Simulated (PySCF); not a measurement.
Atoms are numbered as in `[PH2:1][Si@H:2]1[CH2:3][CH2:4][CH2:5][NH:6][SiH2:7]1`. Hydrogens are named by the atom that carries them. Ha(C3), Ha(C4), Ha(C5), Ha(Si7) are cis to P1 on the ring; Hb(C3), Hb(C4), Hb(C5), Hb(Si7) are trans to P1 on the ring.

- NMR shieldings at PBE0/pcSseg-1/GIAO
- GFN2-xTB geometry
- program: PySCF
- no relativistic terms, a single conformation, gas phase, fast rotation and ring inversion assumed for equivalent nuclei

List the cross peaks expected in HSQC, COSY and HMBC spectra.

Results:



HSQC (one-bond C–H):
```csv
δH,δC
3.25 (Hb(C5)),49.6 (C5)
2.51 (Ha(C5)),49.6 (C5)
1.90 (Ha(C4)),34.2 (C4)
1.70 (Hb(C3)),19.9 (C3)
1.11 (Hb(C4)),34.2 (C4)
1.10 (Ha(C3)),19.9 (C3)
```

COSY cross peaks (H two or three bonds apart, from the bond graph; peaks can be absent where the dihedral angle is near 90°):
```csv
δH,δH
5.24 (Ha(Si7)),5.00 (Hb(Si7))
5.24 (Ha(Si7)),4.60 (H(Si2))
5.00 (Hb(Si7)),4.60 (H(Si2))
4.60 (H(Si2)),1.70 (Hb(C3))
4.60 (H(Si2)),1.10 (Ha(C3))
4.60 (H(Si2)),0.92 (H(P1))
3.25 (Hb(C5)),2.51 (Ha(C5))
3.25 (Hb(C5)),1.90 (Ha(C4))
3.25 (Hb(C5)),1.11 (Hb(C4))
2.51 (Ha(C5)),1.90 (Ha(C4))
2.51 (Ha(C5)),1.11 (Hb(C4))
1.90 (Ha(C4)),1.70 (Hb(C3))
1.90 (Ha(C4)),1.11 (Hb(C4))
1.90 (Ha(C4)),1.10 (Ha(C3))
1.70 (Hb(C3)),1.11 (Hb(C4))
1.70 (Hb(C3)),1.10 (Ha(C3))
1.11 (Hb(C4)),1.10 (Ha(C3))
```

HMBC (two and three bonds, from the bond graph):
```csv
δH,δC
5.24 (Ha(Si7)),"49.6 (C5), 19.9 (C3)"
5.00 (Hb(Si7)),"49.6 (C5), 19.9 (C3)"
4.60 (H(Si2)),"34.2 (C4), 19.9 (C3)"
3.25 (Hb(C5)),"34.2 (C4), 19.9 (C3)"
2.51 (Ha(C5)),"34.2 (C4), 19.9 (C3)"
1.90 (Ha(C4)),"49.6 (C5), 19.9 (C3)"
1.70 (Hb(C3)),"49.6 (C5), 34.2 (C4)"
1.11 (Hb(C4)),"49.6 (C5), 19.9 (C3)"
1.10 (Ha(C3)),"49.6 (C5), 34.2 (C4)"
0.92 (H(P1)),19.9 (C3)
```

Scale: TMS for 1H (σ = 31.72 ppm) and 13C (σ = 186.93 ppm) (reference shieldings calculated alike).

Short H···H contacts in this conformer between protons four or more bonds apart (candidates for NOE cross peaks, intensity ∝ r⁻⁶): Ha(C3)···Ha(C5) 2.45 Å.

Exchangeable OH/NH protons stand at their gas-phase positions; hydrogen bonding in a real sample shifts them, mostly to higher δ. Shifts are as computed. Against solution values, carbons near 30 ppm lie about +3 ppm off and those near 130 ppm about +5 ppm. Of 1309 compounds with measured shifts, 239 miss one by over three times the rms of a fit or turn the order of signals round; such compounds aren't used in these exercises.
